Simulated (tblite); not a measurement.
A geometry optimisation, step by step.

C4H13AsSi.
Atom-mapped SMILES: `[CH3:1][CH2:2][SiH2:3][CH2:4][AsH:5][CH3:6]` (hydrogens: H7, H8, H9 on C1; H10, H11 on C2; H12, H13 on Si3; H14, H15 on C4; H16 on As5; H17, H18, H19 on C6)

Computed with GFN2-xTB (tblite), gas phase: L-BFGS steps from a force-field or distance-geometry start until the largest atomic force falls under 0.01 eV/Å. 4 of its 170 geometries are shown.

Step 0: E = -522.8922 eV, largest atomic force 3.329 eV/Å
```
atom  x, y, z in Å  |  force x, y, z in eV/Å
C1     -2.016    1.298   -0.138   -0.217   1.078   0.887
C2     -1.937   -0.183    0.161   -0.673  -0.094   1.268
Si3    -0.961   -1.101   -1.127   -1.074  -0.341  -0.941
C4      0.814   -1.352   -0.681    2.158  -1.177  -0.783
As5     1.385   -0.359    0.904   -2.389   1.060   2.062
C6      2.641    1.087    0.507    2.133  -0.436  -0.335
H7     -2.794    1.535   -0.900    0.868  -0.103   0.532
H8     -1.016    1.728   -0.395   -0.835  -0.410  -0.091
H9     -2.288    1.777    0.840   -0.073   0.044  -1.005
H10    -1.485   -0.272    1.192   -0.248  -0.207  -0.940
H11    -2.961   -0.612    0.245    0.583   0.385  -0.070
H12    -1.038   -0.422   -2.445   -0.003  -0.008   0.165
H13    -1.617   -2.406   -1.291    0.032  -0.171  -0.084
H14     0.978   -2.458   -0.598    0.108   0.865   0.092
H15     1.395   -1.027   -1.569    0.069  -0.227   0.459
H16     2.057   -1.310    1.954    0.700  -0.059  -1.079
H17     2.872    1.198   -0.570   -0.244  -0.046   0.449
H18     2.347    2.063    0.916   -0.278  -0.452  -0.163
H19     3.615    0.827    1.004   -0.618   0.299  -0.426
```

Step 56: E = -524.0675 eV, largest atomic force 0.142 eV/Å
```
atom  x, y, z in Å  |  force x, y, z in eV/Å
C1     -1.896    1.343    0.082    0.029  -0.001  -0.015
C2     -2.059   -0.170    0.123   -0.019  -0.051   0.004
Si3    -0.960   -1.093   -1.130    0.011  -0.043  -0.051
C4      0.837   -1.334   -0.535   -0.008  -0.031   0.015
As5     1.363   -0.389    1.139    0.016   0.093  -0.004
C6      2.498    1.041    0.369    0.025   0.036  -0.015
H7     -1.986    1.709   -0.940    0.035   0.007   0.029
H8     -0.911    1.616    0.468   -0.043   0.071  -0.016
H9     -2.665    1.835    0.676    0.124   0.001   0.070
H10    -1.845   -0.534    1.131    0.012   0.046   0.032
H11    -3.104   -0.409   -0.073   -0.046  -0.052  -0.061
H12    -0.963   -0.365   -2.413   -0.012  -0.023   0.043
H13    -1.557   -2.432   -1.311    0.020   0.045  -0.060
H14     0.962   -2.399   -0.325    0.024   0.014  -0.014
H15     1.542   -1.083   -1.331   -0.044  -0.023   0.063
H16     2.558   -1.285    1.381   -0.023  -0.043  -0.016
H17     2.791    0.811   -0.655    0.025  -0.018   0.073
H18     1.990    2.006    0.370   -0.067  -0.050  -0.012
H19     3.396    1.142    0.982   -0.059   0.023  -0.065
```

Step 113: E = -524.1945 eV, largest atomic force 0.095 eV/Å
```
atom  x, y, z in Å  |  force x, y, z in eV/Å
C1     -1.796    1.315    0.347   -0.012  -0.007  -0.016
C2     -2.015   -0.167    0.055    0.039  -0.031   0.023
Si3    -0.784   -0.928   -1.196    0.037   0.087  -0.010
C4      0.797   -1.527   -0.315   -0.082   0.043  -0.022
As5     1.371   -0.333    1.158    0.006   0.026  -0.037
C6      2.272    1.022    0.044    0.015  -0.011   0.001
H7     -1.880    1.920   -0.555    0.047  -0.073  -0.034
H8     -0.804    1.468    0.782   -0.043   0.019  -0.034
H9     -2.535    1.686    1.057    0.027  -0.052   0.013
H10    -1.934   -0.706    1.002   -0.002  -0.059   0.016
H11    -3.034   -0.323   -0.303    0.015   0.070  -0.015
H12    -0.449    0.070   -2.232   -0.013  -0.027   0.058
H13    -1.405   -2.089   -1.860   -0.018   0.022   0.006
H14     0.606   -2.510    0.119   -0.019  -0.027   0.017
H15     1.602   -1.649   -1.042    0.011   0.026   0.041
H16     2.647   -1.105    1.446   -0.024   0.025  -0.021
H17     2.948    0.551   -0.667    0.005   0.019  -0.003
H18     1.539    1.610   -0.510   -0.005  -0.041   0.042
H19     2.843    1.703    0.676    0.014  -0.006  -0.025
```

Step 169: E = -524.2097 eV, largest atomic force 0.010 eV/Å
```
atom  x, y, z in Å  |  force x, y, z in eV/Å
C1     -1.840    1.250    0.416   -0.003  -0.002   0.003
C2     -2.070   -0.197   -0.002    0.006  -0.001  -0.004
Si3    -0.730   -0.865   -1.184   -0.002  -0.003  -0.004
C4      0.756   -1.502   -0.186    0.000  -0.005  -0.003
As5     1.430   -0.221    1.166    0.000   0.000   0.010
C6      2.329    1.012   -0.079    0.003  -0.006  -0.001
H7     -1.839    1.906   -0.451   -0.003   0.000  -0.006
H8     -0.879    1.353    0.927    0.002  -0.003   0.004
H9     -2.620    1.587    1.097   -0.001   0.000  -0.001
H10    -2.111   -0.821    0.893   -0.001   0.001   0.004
H11    -3.047   -0.274   -0.482   -0.003   0.004   0.000
H12    -0.320    0.203   -2.113    0.004  -0.004  -0.001
H13    -1.273   -1.984   -1.973   -0.006   0.007  -0.001
H14     0.463   -2.414    0.339    0.004   0.003   0.003
H15     1.569   -1.769   -0.864   -0.001   0.001  -0.003
H16     2.685   -1.023    1.452    0.005   0.005   0.000
H17     2.861    0.468   -0.858   -0.005   0.003   0.003
H18     1.591    1.662   -0.548    0.003   0.001   0.001
H19     3.039    1.639    0.459   -0.003   0.000  -0.002
```

**Question.** Summarise the path.

**Answer.** The energy falls by 30.38 kcal/mol from step 0 to step 169; nine tenths of that is first reached at step 59. It rises by more than 0.2 meV at step 70. The largest force goes from 3.329 to 0.010 eV/Å. Among the bonds Si3–C4 changes most, from 1.847 to 1.900 Å; the atoms move by 0.905 Å rms after alignment.

**Question.** Follow the three bonds and two angles with the largest change from start to end.

**Answer.** 
```
step  E above end (kcal/mol)  largest force (eV/Å)  Si3–C4 (Å)  As5–H16 (Å)  C2–Si3 (Å)  C4–As5–H16 (°)  C4–As5–C6 (°)
   0                   30.38                 3.329       1.847        1.568       1.858           111.1          113.5
   7                    9.51                 0.476       1.905        1.501       1.913            97.1          104.4
  15                    6.40                 0.234       1.907        1.510       1.908            92.0          101.8
  22                    5.62                 0.189       1.904        1.518       1.899            92.4          100.4
  29                    5.20                 0.117       1.910        1.515       1.904            93.1           99.1
  37                    4.63                 0.142       1.917        1.508       1.913            93.1           97.9
  44                    4.22                 0.144       1.903        1.509       1.908            92.9           97.9
  51                    3.60                 0.165       1.904        1.516       1.907            93.2           99.9
  59                    2.94                 0.110       1.906        1.514       1.905            92.9          100.2
  66                    2.54                 0.138       1.905        1.511       1.905            91.8          100.2
  73                    1.70                 0.258       1.900        1.515       1.904            93.4           98.9
  81                    1.26                 0.055       1.905        1.516       1.907            94.0           98.0
  88                    1.15                 0.072       1.906        1.514       1.905            93.7           97.8
  96                    0.92                 0.072       1.905        1.516       1.906            94.2           97.3
 103                    0.74                 0.064       1.905        1.517       1.910            94.0           96.2
 110                    0.50                 0.131       1.902        1.520       1.915            95.1           96.7
 118                    0.16                 0.068       1.901        1.519       1.911            94.5           97.5
 125                    0.10                 0.026       1.900        1.516       1.909            94.3           97.4
 132                    0.09                 0.020       1.900        1.516       1.908            94.2           97.2
 140                    0.06                 0.026       1.900        1.516       1.908            93.8           97.1
 147                    0.05                 0.016       1.900        1.517       1.908            94.1           97.1
 154                    0.04                 0.019       1.900        1.516       1.908            94.2           97.1
 162                    0.01                 0.033       1.901        1.516       1.908            94.0           97.4
 169                    0.00                 0.010       1.900        1.516       1.907            93.9           97.4
```

The cost below is that of the whole relaxation. The run took 2.2 s of wall time on an Arm Neoverse N1 with one thread, shared host with 64 logical CPUs at a one-minute load of 61.
